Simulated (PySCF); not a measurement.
N2O, charge -1, doublet, geometry from GFN2-xTB (a state made from the parent by changing its charge; the spin is typed, not shown lowest). Base run: HF/aug-cc-pVDZ (PySCF).

Here is a job for PySCF.
```python
from pyscf import gto, scf, solvent

mol = gto.M(
    atom='''
N    -1.179342   -0.176333    0.018981
N    -0.091704    0.304388   -0.081768
O     1.112165   -0.112049    0.054938
''',
    basis='aug-cc-pvdz',
    charge=-1,
    spin=1,
    verbose=4,
)

mf = scf.UHF(mol)
mf.kernel()
```

Each row names what was changed in the base input (with any setting that the change needs).

| change | ΔE vs base (kcal/mol) |
|---|---|
| base | 0.000 |
| model = ddCOSMO; solvent = acetonitrile | -63.0 |
| model = IEF-PCM; solvent = acetonitrile; lebedev_order = 11 | -65.0 |
| model = IEF-PCM; solvent = tetrahydrofuran | -58.28 |
| model = IEF-PCM; solvent = acetonitrile; lebedev_order = 41 | -65.6 |
| model = C-PCM; solvent = acetonitrile | -65.5 |
| model = IEF-PCM; solvent = methanol | -65.4 |
| model = IEF-PCM; solvent = acetonitrile; vdw_scale = 1.4 | -59.45 |
| model = IEF-PCM; solvent = water | -66.6 |
| model = COSMO; solvent = acetonitrile | -64.6 |
| model = IEF-PCM; solvent = acetonitrile; vdw_scale = 1.0 | -70.4 |
| model = SS(V)PE; solvent = acetonitrile | -64.2 |

The base is the gas phase, so ΔE is the electrostatic part of solvation at a fixed geometry, without cavity and dispersion terms.

Open shells are given as the SCF converged; they aren't shown to be the lowest states, and a large step between rows can be another state.

The gas-phase anion may not be bound at this level, which the solvent then changes.
